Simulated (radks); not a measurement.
Ca, 20 electrons, occupied as [Ne] 3s2 3p5.75 4s2 5s0.25 (fractional occupations, a model configuration). Calculated with a radial shooting solver on a logarithmic mesh with Libxc functionals: scalar-relativistic Kohn-Sham, PW91, spin-polarised, spherical densities, point nucleus; open shells are filled with parallel spins first.

Unscreened Slater integrals over Kohn-Sham orbitals (hartree). They are taken over the spin-up orbitals.

| integral | value |
|---|---|
| F0(5s,5s) | 0.071722 |
| F0(5s,4s) | 0.091377 |
| G0(5s,4s) | 0.0033485 |
| F0(5s,3p) | 0.095676 |
| G1(5s,3p) | 0.0013193 |
| F0(5s,3s) | 0.095842 |
| G0(5s,3s) | 0.00090769 |
| F0(4s,4s) | 0.23852 |
| F0(4s,3p) | 0.30613 |
| G1(4s,3p) | 0.019267 |
| F0(4s,3s) | 0.30839 |
| G0(4s,3s) | 0.013042 |
| F0(3p,3p) | 0.71974 |
| F2(3p,3p) | 0.36132 |
| F0(3p,3s) | 0.75000 |
| G1(3p,3s) | 0.49811 |
| F0(3s,3s) | 0.78433 |

Derived for the open shells (J is the average intra-shell exchange parameter used in DFT+U). 3p: J = F2/5 = 0.07226 hartree.
